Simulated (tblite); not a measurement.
Species: C₆H₁₀ClNSi.
Atom-mapped SMILES: `[CH2:1]=[CH:2][SiH2:3][C@H:4]([CH2:5][Cl:6])[CH2:7][C:8]#[N:9]` (hydrogens: H10, H11 on C1; H12 on C2; H13, H14 on Si3; H15 on C4; H16, H17 on C5; H18, H19 on C7)

Computed with GFN2-xTB (tblite), gas phase: L-BFGS steps from a force-field or distance-geometry start until the largest atomic force falls under 0.01 eV/Å.

Step 28: E = -736.3706 eV
```
atom  x, y, z in Å  |  force x, y, z in eV/Å
C1      3.1993    0.8462   -0.6636   -0.009   0.000   0.028
C2      2.4667   -0.0358   -0.0001   -0.025   0.009   0.017
Si3     0.8849   -0.8166   -0.6568   -0.018  -0.005  -0.002
C4     -0.6262    0.1283    0.0923    0.024   0.022  -0.021
C5     -1.1049   -0.4454    1.4179    0.005   0.018  -0.029
Cl6    -1.6634   -2.1328    1.2496    0.001   0.025  -0.015
C7     -1.7766    0.1862   -0.9260    0.004  -0.021   0.008
C8     -2.9245    0.8921   -0.4177   -0.008   0.034  -0.018
N9     -3.8298    1.4612   -0.0115    0.046  -0.009   0.022
H10     2.9239    1.1837   -1.6504    0.008  -0.017   0.022
H11     4.1034    1.2748   -0.2584    0.006  -0.008  -0.002
H12     2.7987   -0.3450    0.9851    0.012   0.042  -0.016
H13     0.8351   -2.2298   -0.2903   -0.008  -0.002  -0.020
H14     0.8228   -0.6489   -2.1151   -0.020   0.007   0.022
H15    -0.3235    1.1595    0.3128   -0.001   0.003  -0.005
H16    -1.9556    0.1209    1.8049    0.011  -0.033   0.023
H17    -0.3052   -0.4546    2.1597   -0.005   0.003  -0.039
H18    -2.0885   -0.8279   -1.1870   -0.024  -0.029  -0.004
H19    -1.4464    0.6934   -1.8378    0.000  -0.040   0.028
```

Step 29: E = -736.3712 eV
```
atom  x, y, z in Å  |  force x, y, z in eV/Å
C1      3.1999    0.8468   -0.6625   -0.007   0.001   0.026
C2      2.4646   -0.0334    0.0000   -0.021   0.002   0.020
Si3     0.8843   -0.8147   -0.6573   -0.024  -0.020  -0.012
C4     -0.6273    0.1290    0.0905    0.036   0.012   0.017
C5     -1.1031   -0.4444    1.4176   -0.011  -0.015  -0.021
Cl6    -1.6643   -2.1330    1.2473    0.014   0.049  -0.009
C7     -1.7781    0.1846   -0.9265    0.016  -0.018   0.014
C8     -2.9234    0.8933   -0.4180   -0.023   0.032  -0.018
N9     -3.8271    1.4643   -0.0112    0.035   0.000   0.028
H10     2.9263    1.1841   -1.6497    0.009  -0.013   0.019
H11     4.1042    1.2732   -0.2558    0.008  -0.004  -0.003
H12     2.7943   -0.3440    0.9852    0.018   0.044  -0.005
H13     0.8368   -2.2279   -0.2902   -0.009  -0.003  -0.019
H14     0.8211   -0.6501   -2.1155   -0.018   0.011   0.016
H15    -0.3233    1.1596    0.3117   -0.010   0.012  -0.014
H16    -1.9546    0.1196    1.8080    0.039  -0.033   0.012
H17    -0.3010   -0.4567    2.1579   -0.029   0.009  -0.059
H18    -2.0904   -0.8299   -1.1845   -0.028  -0.035  -0.003
H19    -1.4485    0.6889   -1.8393    0.005  -0.031   0.011
```

Step 30: E = -736.3720 eV
```
atom  x, y, z in Å  |  force x, y, z in eV/Å
C1      3.2009    0.8478   -0.6604   -0.004   0.002   0.017
C2      2.4611   -0.0299    0.0000   -0.011  -0.003   0.020
Si3     0.8831   -0.8126   -0.6585   -0.023  -0.032  -0.017
C4     -0.6282    0.1300    0.0883    0.031  -0.003   0.051
C5     -1.1005   -0.4436    1.4166   -0.024  -0.049  -0.011
Cl6    -1.6653   -2.1323    1.2440    0.024   0.060  -0.005
C7     -1.7804    0.1819   -0.9265    0.020  -0.013   0.013
C8     -2.9223    0.8956   -0.4190   -0.025   0.017  -0.012
N9     -3.8235    1.4694   -0.0110    0.016   0.016   0.034
H10     2.9310    1.1848   -1.6484    0.009  -0.006   0.012
H11     4.1056    1.2710   -0.2514    0.007   0.000  -0.002
H12     2.7883   -0.3415    0.9851    0.023   0.041   0.017
H13     0.8392   -2.2253   -0.2899   -0.011  -0.009  -0.016
H14     0.8183   -0.6522   -2.1163   -0.016   0.015   0.002
H15    -0.3235    1.1600    0.3098   -0.020   0.025  -0.023
H16    -1.9520    0.1172    1.8130    0.061  -0.023  -0.003
H17    -0.2952   -0.4600    2.1541   -0.044   0.014  -0.067
H18    -2.0944   -0.8331   -1.1806   -0.028  -0.032   0.004
H19    -1.4520    0.6819   -1.8411    0.015  -0.020  -0.014
```

Step 31: E = -736.3730 eV
```
atom  x, y, z in Å  |  force x, y, z in eV/Å
C1      3.2024    0.8494   -0.6572   -0.002   0.000   0.004
C2      2.4566   -0.0252    0.0001    0.004  -0.009   0.017
Si3     0.8812   -0.8104   -0.6606   -0.011  -0.033  -0.015
C4     -0.6291    0.1310    0.0861    0.009  -0.015   0.061
C5     -1.0974   -0.4436    1.4151   -0.028  -0.068  -0.002
Cl6    -1.6664   -2.1304    1.2397    0.027   0.044  -0.004
C7     -1.7834    0.1781   -0.9260    0.011  -0.006   0.006
C8     -2.9215    0.8991   -0.4205   -0.013  -0.006  -0.003
N9     -3.8190    1.4768   -0.0106   -0.003   0.032   0.037
H10     2.9381    1.1859   -1.6466    0.007   0.002   0.002
H11     4.1078    1.2684   -0.2452    0.002   0.003  -0.001
H12     2.7809   -0.3374    0.9852    0.024   0.034   0.044
H13     0.8424   -2.2221   -0.2897   -0.014  -0.021  -0.012
H14     0.8143   -0.6550   -2.1177   -0.013   0.021  -0.017
H15    -0.3242    1.1608    0.3068   -0.030   0.034  -0.028
H16    -1.9473    0.1137    1.8194    0.067   0.000  -0.016
H17    -0.2881   -0.4644    2.1478   -0.043   0.017  -0.056
H18    -2.1007   -0.8376   -1.1749   -0.020  -0.018   0.017
H19    -1.4565    0.6721   -1.8437    0.025  -0.011  -0.035
```

**Question.** Estimate the geometry and energy of step 32. (The exact step hangs on the optimiser's Hessian estimate; all steps are aligned on step 31, rigid shifts and turns removed.)

**Answer.** E = -736.3738 eV, largest force 0.068 eV/Å
```
atom  x, y, z in Å  |  force x, y, z in eV/Å
C1      3.2039    0.8509   -0.6540    0.000  -0.004  -0.007
C2      2.4522   -0.0207    0.0005    0.017  -0.014   0.014
Si3     0.8793   -0.8088   -0.6629    0.007  -0.023  -0.007
C4     -0.6299    0.1317    0.0849   -0.017  -0.018   0.035
C5     -1.0947   -0.4449    1.4136   -0.018  -0.057  -0.001
Cl6    -1.6670   -2.1280    1.2355    0.021   0.003  -0.006
C7     -1.7862    0.1744   -0.9255   -0.005   0.003  -0.005
C8     -2.9211    0.9024   -0.4220    0.001  -0.024   0.007
N9     -3.8145    1.4847   -0.0096   -0.009   0.037   0.033
H10     2.9453    1.1871   -1.6447    0.005   0.008  -0.005
H11     4.1099    1.2658   -0.2389   -0.006   0.005   0.001
H12     2.7740   -0.3326    0.9861    0.020   0.027   0.059
H13     0.8452   -2.2193   -0.2896   -0.016  -0.034  -0.009
H14     0.8100   -0.6575   -2.1195   -0.011   0.026  -0.030
H15    -0.3254    1.1622    0.3034   -0.038   0.031  -0.026
H16    -1.9414    0.1103    1.8255    0.052   0.028  -0.020
H17    -0.2817   -0.4684    2.1405   -0.023   0.013  -0.025
H18    -2.1074   -0.8423   -1.1689   -0.008   0.003   0.030
H19    -1.4604    0.6622   -1.8468    0.028  -0.009  -0.039
```

The energy changes by -0.0009 eV. The first-order estimate −F·Δx gives -0.0012 eV and the mean of the old and new forces, exact on a quadratic surface, -0.0009 eV. The step makes an angle of 78° with the force vector and moves no atom by more than 0.011 Å.

What follows is the cost of the whole relaxation. Hardware: one thread of an Arm Neoverse N1, shared host with 64 logical CPUs at a one-minute load of 61. Cost: 2.9 s.
